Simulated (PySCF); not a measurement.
**BePb: energy against distance**

Set-up: PySCF, scalar-relativistic core potentials, basis sets Be def2-SVPD, Pb def2-SVPD with ECP60. Energies in eV from Be + Pb in their ground configurations at the same level. State: ³Σ⁻ (triplet), unpaired electrons π ↑↑.

All columns are PBE0. A positive dipole means Be(−)Pb(+).

```
R (Å)  E (eV)  μ (D)  Mulliken charge on Be (basis-dependent)  HOMO (eV)  LUMO (eV)  Mayer bond order  ⟨S²⟩
2.088  -0.652  -0.85                                    -0.05      -5.38      -2.83              1.86  2.00
2.185  -0.933  -0.83                                     0.00      -5.25      -2.86              1.79  2.01
2.282  -1.086  -0.81                                     0.05      -5.15      -2.89              1.70  2.02
2.355  -1.139  -0.79                                     0.08      -5.08      -2.91              1.63  2.03
2.428  -1.153  -0.78                                     0.11      -5.01      -2.93              1.55  2.04
2.501  -1.138  -0.78                                     0.13      -4.96      -2.95              1.48  2.05
2.598  -1.087  -0.80                                     0.15      -4.89      -2.98              1.37  2.06
2.719  -0.991  -0.83                                     0.16      -4.82      -3.02              1.24  2.07
2.865  -0.854  -0.89                                     0.16      -4.76      -3.06              1.09  2.07
3.059  -0.669  -0.97                                     0.15      -4.69      -3.12              0.88  2.07
```

A fit through these points gives, at Re = 2.423 Å, μ = -0.78 D and dμ/dR = 0.0791 D/Å; the reduced mass is 8.638 u.

Problem. How strong is the fundamental in the double-harmonic approximation, I = 42.26·(dμ/dR)²/μred km/mol?

Solution. I = 42.26·(0.0791)²/8.638 = 0.0306 km/mol at PBE0.

These are scalar-relativistic numbers at best; spin–orbit coupling would shift them, the dissociation energy most. The state was picked by a PBE0 search and need not be the measured ground state.
